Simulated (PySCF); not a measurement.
Computed shifts of a molecule C₄H₅ClSi, PBE/pcSseg-1 in PySCF, GIAO, gas phase, atoms alike by connectivity averaged where their shifts nearly agree, in ppm (number of nuclei): ¹³C: 147.6 (1), 141.1 (1), 105.0 (1), 84.6 (1). ²⁹Si: -26.1 (1). ¹H: 6.86 (1), 6.78 (1), 6.57 (1), 5.82 (1), 2.75 (1). References: ¹³C against TMS (σ = 182.0 ppm); ²⁹Si against TMS (σ = 335.4 ppm); ³⁵Cl against HCl (σ = 936.5 ppm); ¹H against TMS (σ = 31.49 ppm), references at their B3LYP-D3(BJ)/def2-TZVP geometries, non-relativistic (without spin–orbit terms, shifts of atoms bonded to Cl or Br come out too high). Geometry: B3LYP-D3(BJ)/def2-SVP. One conformer was computed; it need not be the lowest.

Q: Pick the molecule that these values belong to.
A. C#C[Si@H](Cl)C=C
B. C#CC(=C)[SiH2]Cl
C. C=C(Cl)C#C[SiH3]
D. ClC1=C[SiH2]C=C1

A: A, C#C[Si@H](Cl)C=C
